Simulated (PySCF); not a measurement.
# Reading the logs of faulty runs: AlB2H4

Calculated results; nothing here was measured. The program is PySCF 2.14.0, an open-source quantum chemistry code, run on an isolated molecule that a program drew, which may never have been made. The molecule is AlB2H4 (charge 0, doublet), drawn as the SMILES string `[BH][AlH][BH2]`.

Each row is a Hartree-Fock (HF) and frozen-core CCSD(T) single point in the cc-pV(D+d)Z basis, meant for a local HF minimum. Run 1 is clean. Each other run has one planted mistake out of seven kinds, and not every kind appears here: one electron removed, one electron added, multiplicity raised by two, geometry at a saddle point, minimal basis STO-3G, one bond length entered in bohr, all coordinates scaled. The reference is restricted for singlets and unrestricted otherwise, and also for a bond in bohr. Adding or removing an electron swaps singlet and doublet. Electrons count all cores. HOMO and LUMO are orbital energies over both spins, the gradient is its largest component, and the lowest frequency (negative if imaginary) is given only where the gradient is small. Bond lengths are over the 6 bonds as drawn. T1 is the CCSD diagnostic: over 0.02 (restricted) or 0.045 (unrestricted) a single reference is doubtful.

Geometry of the clean run:
```xyz
7
AlB2H4, angstrom
B     0.2962    1.5120   -1.5956
Al    0.3597   -0.4754   -1.0500
B    -1.4257   -1.6005   -0.6222
H     0.2581    2.6597   -1.9106
H     1.8044   -1.1311   -0.9626
H    -2.0310   -2.2037   -1.4712
H    -1.8886   -1.6836    0.4868
```

| run | electrons | basis functions | <S^2> | HOMO (eV) | LUMO (eV) | gradient (hartree/bohr) | lowest frequency (cm^-1) | mean bond (Å) | longest bond (Å) | T1 | HF (hartree) | CCSD(T) (hartree) | mistake |
|---|---|---|---|---|---|---|---|---|---|---|---|---|---|
| 1 | 27 | 71 | 0.760 | -8.13 | 0.82 | 2.1e-05 | 134 | 1.5673 | 2.153 | 0.0168 | -293.48908 | -293.74750 | no fault |
| 2 | 27 | 23 | 0.766 | -5.58 | 7.00 | 4.2e-02 | - | 1.5673 | 2.153 | 0.0139 | -289.91872 | -290.04045 | minimal basis STO-3G |
| 3 | 27 | 71 | 0.763 | -7.98 | 0.81 | 3.8e-02 | - | 1.6959 | 2.330 | 0.0182 | -293.46196 | -293.72427 | all coordinates scaled |
| 4 | 28 | 71 | 0.000 | -0.40 | 5.69 | 3.6e-02 | - | 1.5673 | 2.153 | 0.0214 | -293.46778 | -293.76954 | ? |
| 5 | 27 | 71 | 3.782 | -7.57 | -0.74 | 4.0e-02 | - | 1.5673 | 2.153 | 0.0311 | -293.40265 | -293.65131 | ? |

**Which mistake was planted in run 4, and what did it cost?**

It counts 28 electrons, one more than the clean run, at the same geometry and basis. So the mistake is: one electron added. Subtracting run 1 and multiplying by 627.51 kcal/mol a hartree, the energy moved by 13.4 kcal/mol in HF and -13.8 kcal/mol in CCSD(T).

**Which mistake was planted in run 5, and what did it cost?**

Electrons, basis and geometry are unchanged, and <S^2> is 3.782, beside S(S+1) = 3.75 for a multiplicity of 4. So the mistake is: multiplicity raised by two. Subtracting run 1 and multiplying by 627.51 kcal/mol a hartree, the energy moved by 54.2 kcal/mol in HF and 60.4 kcal/mol in CCSD(T).

Cautions from the logs. Run 4: T1 is over the limit, so its CCSD(T) energy is less reliable.
